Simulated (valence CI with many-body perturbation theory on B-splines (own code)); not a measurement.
## W66+: E2, E3, M1, M2 decay

Calculated by configuration interaction combined with many-body perturbation theory (CI+MBPT): six valence electrons over a frozen Dirac-Fock core [He], a basis of 9 s, 9 p, 8 d, 6 f, 3 g, 1 h functions for each j, with the one-electron correlation potential Σ1, the two-electron term Σ2, the three-electron term Σ3, Breit, model QED; selected CI, second order for the rest, scaled by the run's own slope (own B-spline code, finite nucleus).

The last digits are not significant, and no measured levels were compared; by estimate large intervals hold to a few tenths of a per cent, small ones and those within an open d or f shell to about a per cent. Among the levels kept, up to 2300 cm⁻¹ of a level comes from second order outside the variational space, and about a tenth of that is noise between levels of different J, which matters for small intervals.

Lines 1 to 50 of 53 in falling wavelength, among levels below 780.46 Ry, chosen from the decays that carry over 1 % of a level's rate. Wavelengths and rates use the calculated energies. Electric multipoles are in the length gauge with retardation, E1 and E2 with the static RPA response of the core. M1 uses the relativistic operator with retardation. Weak lines are less certain than strong ones. Lines between different terms over intervals too small for the method are left out, as are lines whose strength nearly cancels. The highest levels of a list are the least certain.

Levels are named by their leading jj configuration (3d3/2^4 stands for four electrons in 3d with j = 3/2), which in mixed levels can hold well under half, so a name can repeat and another be missing. Letters in brackets count levels of one name in rising energy.

```csv
λ vac (Å),Upper,Lower,Type,A (s⁻¹),Branch %
203.5,(2s^2 2p1/2^2 2p3/2^2) J=0,(2s^2 2p1/2^2 2p3/2^2) J=2,E2,8.51e+01,100.0
9.266,(2s^2 2p1/2 2p3/2^3) J=1,(2s^2 2p1/2^2 2p3/2^2) J=0,M1,7.54e+09,26.4
8.989,(2s^2 2p1/2 2p3/2^2 3p1/2) J=1 [a],(2s^2 2p1/2^2 2p3/2 3p1/2) J=1,M1,2.04e+10,2.6
8.946,(2s^2 2p1/2 2p3/2^2 3p1/2) J=2 [a],(2s^2 2p1/2^2 2p3/2 3p1/2) J=2,M1,1.96e+10,1.4
8.862,(2s^2 2p1/2 2p3/2^3) J=1,(2s^2 2p1/2^2 2p3/2^2) J=2,M1,2.10e+10,73.3
8.745,(2s^2 2p1/2 2p3/2^3) J=2,(2s^2 2p1/2^2 2p3/2^2) J=2,M1,1.25e+10,98.5
8.745,(2s^2 2p1/2 2p3/2^3) J=2,(2s^2 2p1/2^2 2p3/2^2) J=2,E2,1.60e+08,1.3
8.590,(2s^2 2p3/2^4) J=0,(2s^2 2p1/2 2p3/2^3) J=1,M1,5.26e+10,55.7
1.424,(2s^2 2p1/2^2 2p3/2 3p1/2) J=1,(2s^2 2p1/2^2 2p3/2^2) J=0,M1,1.64e+10,1.1
1.424,(2s^2 2p1/2^2 2p3/2 3p1/2) J=2,(2s^2 2p1/2^2 2p3/2^2) J=0,E2,4.95e+11,20.5
1.421,(2s^2 2p1/2 2p3/2^2 3p1/2) J=1 [a],(2s^2 2p1/2 2p3/2^3) J=2,E2,2.66e+11,34.5
1.421,(2s^2 2p1/2 2p3/2^2 3p1/2) J=1 [a],(2s^2 2p1/2 2p3/2^3) J=2,M1,8.52e+09,1.1
1.419,(2s^2 2p1/2 2p3/2^2 3p1/2) J=2 [a],(2s^2 2p1/2 2p3/2^3) J=2,E2,2.80e+10,2.0
1.419,(2s^2 2p1/2 2p3/2^2 3p1/2) J=2 [a],(2s^2 2p1/2 2p3/2^3) J=2,M1,2.63e+10,1.9
1.418,(2s^2 2p1/2 2p3/2^2 3p1/2) J=1 [a],(2s^2 2p1/2 2p3/2^3) J=1,E2,2.65e+11,34.4
1.418,(2s^2 2p1/2 2p3/2^2 3p1/2) J=1 [a],(2s^2 2p1/2 2p3/2^3) J=1,M1,4.30e+10,5.6
1.417,(2s^2 2p1/2 2p3/2^2 3p1/2) J=3,(2s^2 2p1/2 2p3/2^3) J=2,E2,1.55e+12,80.2
1.416,(2s^2 2p1/2 2p3/2^2 3p1/2) J=2 [a],(2s^2 2p1/2 2p3/2^3) J=1,E2,1.25e+12,88.6
1.414,(2s^2 2p1/2^2 2p3/2 3p1/2) J=1,(2s^2 2p1/2^2 2p3/2^2) J=2,E2,1.33e+12,90.0
1.414,(2s^2 2p1/2^2 2p3/2 3p1/2) J=1,(2s^2 2p1/2^2 2p3/2^2) J=2,M1,4.28e+10,2.9
1.414,(2s^2 2p1/2^2 2p3/2 3p1/2) J=2,(2s^2 2p1/2^2 2p3/2^2) J=2,E2,1.82e+12,75.7
1.414,(2s^2 2p1/2^2 2p3/2 3p1/2) J=2,(2s^2 2p1/2^2 2p3/2^2) J=2,M1,2.57e+10,1.1
1.414,(2s^2 2p1/2 2p3/2^2 3p1/2) J=3,(2s^2 2p1/2 2p3/2^3) J=1,E2,2.58e+11,13.4
1.410,(2s^2 2p1/2 2p3/2^2 3p1/2) J=2 [b],(2s^2 2p1/2 2p3/2^3) J=2,E2,8.72e+11,31.1
1.408,(2s^2 2p1/2 2p3/2^2 3p1/2) J=1 [b],(2s^2 2p1/2 2p3/2^3) J=2,E2,6.91e+11,42.1
1.408,(2s^2 2p1/2 2p3/2^2 3p1/2) J=1 [b],(2s^2 2p1/2 2p3/2^3) J=2,M1,2.26e+10,1.4
1.408,(2s 2p1/2^2 2p3/2^2 3p1/2) J=0,(2s 2p1/2^2 2p3/2^3) J=2,E2,1.36e+12,9.8
1.407,(2s^2 2p1/2 2p3/2^2 3p1/2) J=2 [b],(2s^2 2p1/2 2p3/2^3) J=1,E2,1.76e+11,6.3
1.405,(2s^2 2p1/2 2p3/2^2 3p1/2) J=1 [b],(2s^2 2p1/2 2p3/2^3) J=1,E2,6.93e+11,42.2
1.401,(2s^2 2p1/2 2p3/2^2 3p1/2) J=0,(2s^2 2p1/2 2p3/2^3) J=2,E2,1.37e+12,50.6
1.358,(2s^2 2p1/2 2p3/2^2 3p3/2) J=0,(2s^2 2p1/2 2p3/2^3) J=2,E2,4.47e+11,13.5
1.358,(2s^2 2p1/2 2p3/2^2 3p3/2) J=3 [a],(2s^2 2p1/2 2p3/2^3) J=2,E2,2.27e+11,7.6
1.357,(2s^2 2p1/2^2 2p3/2 3p3/2) J=2,(2s^2 2p1/2^2 2p3/2^2) J=0,E2,5.28e+11,22.0
1.355,(2s^2 2p1/2 2p3/2^2 3p3/2) J=3 [a],(2s^2 2p1/2 2p3/2^3) J=1,E2,2.72e+11,9.1
1.354,(2s^2 2p1/2 2p3/2^2 3p3/2) J=4,(2s^2 2p1/2 2p3/2^3) J=2,E2,4.99e+11,15.1
1.354,(2s^2 2p1/2 2p3/2^2 3p3/2) J=3 [b],(2s^2 2p1/2 2p3/2^3) J=2,E2,3.10e+11,10.1
1.354,(2s^2 2p1/2 2p3/2^2 3p3/2) J=2,(2s^2 2p1/2 2p3/2^3) J=1,E2,4.93e+11,6.0
1.353,(2s^2 2p1/2^2 2p3/2 3p3/2) J=3,(2s^2 2p1/2^2 2p3/2^2) J=2,E2,1.02e+12,39.2
1.353,(2s^2 2p1/2^2 2p3/2 3p3/2) J=1,(2s^2 2p1/2^2 2p3/2^2) J=2,E2,1.03e+12,39.5
1.352,(2s^2 2p1/2 2p3/2^2 3p3/2) J=1 [a],(2s^2 2p1/2 2p3/2^3) J=1,E2,4.68e+11,5.0
1.352,(2s^2 2p1/2 2p3/2^2 3p3/2) J=3 [b],(2s^2 2p1/2 2p3/2^3) J=1,E2,2.31e+11,7.6
1.349,(2s^2 2p1/2 2p3/2^2 3p3/2) J=1 [b],(2s^2 2p1/2 2p3/2^3) J=2,E2,9.75e+11,10.3
1.346,(2s^2 2p1/2 2p3/2^2 3p3/2) J=1 [b],(2s^2 2p1/2 2p3/2^3) J=1,E2,5.55e+11,5.9
1.344,(2s^2 2p1/2^2 2p3/2 3p3/2) J=0,(2s^2 2p1/2^2 2p3/2^2) J=2,E2,2.65e+12,51.2
1.320,(2s^2 2p1/2^2 2p3/2 3d5/2) J=4,(2s^2 2p1/2^2 2p3/2^2) J=2,M2,6.83e+10,39.1
1.320,(2s^2 2p1/2^2 2p3/2 3d5/2) J=4,(2s^2 2p1/2^2 2p3/2^2) J=2,E3,5.08e+09,2.9
1.175,(2s^2 2p1/2 2p3/2^2 3p3/2) J=0,(2s^2 2p1/2^2 2p3/2^2) J=2,E2,1.20e+12,36.5
1.175,(2s^2 2p1/2 2p3/2^2 3p3/2) J=3 [a],(2s^2 2p1/2^2 2p3/2^2) J=2,E2,5.62e+11,18.8
1.175,(2s^2 2p1/2 2p3/2^2 3p3/2) J=2,(2s^2 2p1/2^2 2p3/2^2) J=2,E2,5.47e+11,6.7
1.173,(2s^2 2p1/2 2p3/2^2 3p3/2) J=1 [a],(2s^2 2p1/2^2 2p3/2^2) J=2,E2,9.16e+11,9.8
```
